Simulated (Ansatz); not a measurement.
`[CH3][SnH][Br]` radical, relaxed with UKS PBE-D4/def2-SVP in the Gaussian-basis code of Ansatz from a rough embedded geometry. The force threshold is 0.03 eV/Å; the program also tests the step.

Total charge 0; spin multiplicity 2. Sn: def2 effective core potential.

Start:

```xyz
7

C    -0.427   -0.480   -0.709
Sn    0.845   -0.007    0.865
Br   -0.502    1.057    2.678
H    -0.905    0.485   -1.143
H    -1.220   -1.214   -0.411
H     0.127   -0.977   -1.587
H     2.082    1.135    0.307
```

(1) How much energy does the relaxation release, and in how many steps? (Estimate.)

(2) Which bonds change most? (An estimate is asked.)

(3) Give the relaxed structure. (Best estimate.)

Results:

(1) Computed: 19.64 kJ/mol, in 3 steps.

(2) Ansatz gave: C1–Sn2 from 2.078 to 2.199 Å; Sn2–Br3 from 2.497 to 2.551 Å; C1–H4 from 1.160 to 1.107 Å; C1–H6 from 1.151 to 1.106 Å.

(3) The calculation gave: 
```xyz
7

C    -0.456   -0.508   -0.772
Sn    0.934   -0.057    0.872
Br   -0.505    1.083    2.643
H    -0.898    0.453   -1.100
H    -1.252   -1.184   -0.408
H     0.103   -0.979   -1.601
H     2.074    1.191    0.366
```
